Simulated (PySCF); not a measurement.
**Correlation energy of Ga⁻ (gallium, charge -1)**

[Ar] 3d10 4s2 4p2, high-spin 3P determinant. All numbers are calculated (PySCF 2.14, the spin-free X2C one-electron Hamiltonian (Gaussian nucleus), in aug-cc-pVDZ-DK). Frozen: [Ar] 3d10; 4 electrons correlated.

```json
{"level": "CCSD", "correlation energy (mhartree)": "-54.50"}
{"level": "(T)", "correlation energy (mhartree)": "-1.50"}
{"level": "CCSD(T)", "correlation energy (mhartree)": "-56.00"}
{"level": "CCSDT", "correlation energy (mhartree)": "-56.60"}
{"level": "FCI", "correlation energy (mhartree)": "-56.68"}
```

Diagnostics: T1 = 0.013, D1 = 0.0322, largest double amplitude 0.088, weight of the Hartree-Fock determinant in FCI 0.9146 (33880 determinants).

Cost of the coupled-cluster step: roughly 0.29 core-seconds, for 4 correlated electrons.

Iterations:

```
CC2 = 0
CCSD nocc = (np.int64(3), np.int64(1)), nmo = (22, 22)
frozen orbitals [[0, 1, 2, 3, 4, 5, 6, 7, 8, 9, 10, 11, 12, 13], [0, 1, 2, 3, 4, 5, 6, 7, 8, 9, 10, 11, 12, 13]]
max_cycle = 100
direct = 0
conv_tol = 1e-08
conv_tol_normt = 1e-06
diis_space = 8
diis_start_cycle = 0
Init t2, MP2 energy = -0.0390226755499835
Init E_corr(UCCSD) = -0.0390226755745821
cycle = 1  E_corr(UCCSD) = -0.0496169540541051  dE = -0.0105942785  norm(t1,t2) = 0.0612929
cycle = 2  E_corr(UCCSD) = -0.052687100402797  dE = -0.00307014635  norm(t1,t2) = 0.0237808
cycle = 3  E_corr(UCCSD) = -0.0544943758828017  dE = -0.00180727548  norm(t1,t2) = 0.0111426
cycle = 4  E_corr(UCCSD) = -0.0544865475646813  dE = 7.82831812e-06  norm(t1,t2) = 0.00272006
cycle = 5  E_corr(UCCSD) = -0.0545082351560881  dE = -2.16875914e-05  norm(t1,t2) = 0.000689904
cycle = 6  E_corr(UCCSD) = -0.0544959789150331  dE = 1.22562411e-05  norm(t1,t2) = 0.000187745
cycle = 7  E_corr(UCCSD) = -0.0545032824256047  dE = -7.30351057e-06  norm(t1,t2) = 5.76998e-05
cycle = 8  E_corr(UCCSD) = -0.0545002273682625  dE = 3.05505734e-06  norm(t1,t2) = 1.98272e-05
cycle = 9  E_corr(UCCSD) = -0.0545007749585411  dE = -5.47590279e-07  norm(t1,t2) = 4.63098e-06
cycle = 10  E_corr(UCCSD) = -0.054500675384786  dE = 9.9573755e-08  norm(t1,t2) = 1.02058e-06
cycle = 11  E_corr(UCCSD) = -0.0545006748935586  dE = 4.91227475e-10  norm(t1,t2) = 2.05825e-07
UCCSD converged
E(UCCSD) = -1942.136929915409  E_corr = -0.05450067489355857
UCCSD(T) correction = -0.00150146542800597
```
